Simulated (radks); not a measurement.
Effect of the nuclear size on the bromine ion Br3+, [Ar] 3d10 4s2 4p2. Calculated with a radial shooting solver on a logarithmic mesh with Libxc functionals: Dirac Kohn-Sham, PBE, spin-unpolarised, spherical densities, finite nucleus; open shells are shared between the two j in proportion to 2j + 1; Fermi nuclear charge, rms radius 4.1629 fm. The rms radius is varied about that value; shifts are against it.

[
 {"rms radius (fm)": "3.3636", "total energy shift (eV)": "-0.189", "density at nucleus (e/bohr^3)": "4.511e+04", "1s1/2 shift (meV)": "-80.0", "2s1/2 shift (meV)": "-8.03", "3p1/2 shift (meV)": "0.132", "4s1/2 shift (meV)": "-0.146"},
 {"rms radius (fm)": "4.0089", "total energy shift (eV)": "-0.0392", "density at nucleus (e/bohr^3)": "4.451e+04", "1s1/2 shift (meV)": "-16.6", "2s1/2 shift (meV)": "-1.67", "3p1/2 shift (meV)": "0.028", "4s1/2 shift (meV)": "-0.030"},
 {"rms radius (fm)": "4.1629", "total energy shift (eV)": "0", "density at nucleus (e/bohr^3)": "4.438e+04", "1s1/2 shift (meV)": "0.000", "2s1/2 shift (meV)": "0.000", "3p1/2 shift (meV)": "0.000", "4s1/2 shift (meV)": "0.000"},
 {"rms radius (fm)": "4.5126", "total energy shift (eV)": "0.0942", "density at nucleus (e/bohr^3)": "4.412e+04", "1s1/2 shift (meV)": "39.9", "2s1/2 shift (meV)": "4.01", "3p1/2 shift (meV)": "-0.066", "4s1/2 shift (meV)": "0.073"},
 {"rms radius (fm)": "4.9788", "total energy shift (eV)": "0.231", "density at nucleus (e/bohr^3)": "4.379e+04", "1s1/2 shift (meV)": "97.8", "2s1/2 shift (meV)": "9.81", "3p1/2 shift (meV)": "-0.162", "4s1/2 shift (meV)": "0.179"}
]

Slopes of the eigenvalues against <r^2> in GHz/fm^2, as finite differences over the two radii next to the reference (eigenvalue slopes, not the field-shift constants of lines): 1s1/2 3190, 2s1/2 320, 3p1/2 -5.28, 4s1/2 5.82.
